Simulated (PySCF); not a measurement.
# Ionisation energy of S¹⁴⁺ by level of theory

S¹⁴⁺ 1s2 (1S) → S¹⁵⁺ 1s1 (2S), as a difference of total energies. All numbers are calculated (PySCF 2.14, no relativity, point nucleus, in an even-tempered Gaussian basis (15 s from 9.6 bohr⁻², ratio 2.2; 7 p from 15 bohr⁻², ratio 2.4; 4 d from 44 bohr⁻², ratio 2.4; 3 f from 67 bohr⁻², ratio 2.4; 3 g from 100 bohr⁻², ratio 2.4)). Correlated levels: nothing frozen; virtual orbitals above 40 to 60 times the deepest correlated orbital energy dropped. The calculations carry no spin-orbit coupling.

| method | ionisation energy (eV) | difference from reference (eV) |
| --- | --- | --- |
| UHF | 3214.0 | -9.8 |
| LDA | 3200.3 | -23.5 |
| PBE | 3212.6 | -11.2 |
| PBE0 | 3213.2 | -10.6 |
| r2SCAN | 3215.3 | -8.5 |
| MN15 | 3215.8 | -8.0 |
| MP2 (all electrons) | 3215.2 | -8.6 |
| SCS-MP2 (all electrons) | 3215.4 | -8.4 |

Reference: 3223.8 eV (theoretical estimate listed by NIST; NIST Atomic Spectra Database, ionization energies).

These non-relativistic numbers lack the scalar-relativistic shift.
